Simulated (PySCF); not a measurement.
C2H5O, doublet, at a GFN2-xTB geometry. Base run: PySCF with PBE0/def2-SVP.

Input for PySCF:
```python
from pyscf import gto, scf, dft

mol = gto.M(
    atom='''
C     0.031253    1.181916   -0.338547
O     0.244578    0.109335    0.472470
C    -0.155948   -1.132882   -0.040575
H     0.251414    2.121788    0.125724
H    -0.688309    1.107007   -1.134827
H     0.026173   -1.870495    0.739352
H    -1.220492   -1.130349   -0.301951
H     0.422761   -1.396837   -0.933325
''',
    basis='def2-svp',
    charge=0,
    spin=1,
    verbose=4,
)

mf = dft.UKS(mol)
mf.xc = 'pbe0'
mf.kernel()
```

The base run was repeated with changes; each row names its change, and settings that it needs were set with it.

```json
[
 {"change": "base", "ΔE vs base (mEh)": "0.000", "grid points": "91360", "electrons on the grid": "25.00001"},
 {"change": "grids.prune = off", "ΔE vs base (mEh)": "0.000", "grid points": "143456", "electrons on the grid": "25.00001"},
 {"change": "grids.radi_method = mura_knowles", "ΔE vs base (mEh)": "0.000", "grid points": "87472", "electrons on the grid": "25.00001"},
 {"change": "grids.atom_grid = (150, 974)", "ΔE vs base (mEh)": "0.001", "grid points": "649560", "electrons on the grid": "25.00000"},
 {"change": "grids.radi_method = gauss_chebyshev", "ΔE vs base (mEh)": "0.000", "grid points": "89384", "electrons on the grid": "25.00001"},
 {"change": "grids.level = 0", "ΔE vs base (mEh)": "28.048", "grid points": "6360", "electrons on the grid": "24.98881"},
 {"change": "grids.becke_scheme = stratmann", "ΔE vs base (mEh)": "-0.001", "grid points": "91360", "electrons on the grid": "25.00001"},
 {"change": "small_rho_cutoff = 0", "ΔE vs base (mEh)": "0.000", "grid points": "91360", "electrons on the grid": "25.00001"},
 {"change": "grids.prune = dft.gen_grid.sg1_prune", "ΔE vs base (mEh)": "0.007", "grid points": "40616", "electrons on the grid": "24.99989"},
 {"change": "grids.radi_method = delley", "ΔE vs base (mEh)": "0.000", "grid points": "98776", "electrons on the grid": "25.00001"},
 {"change": "grids.level = 2", "ΔE vs base (mEh)": "0.001", "grid points": "60488", "electrons on the grid": "25.00001"}
]
```

Open shells are given as the SCF converged; they aren't shown to be the lowest states, and a large step between rows can be another state.
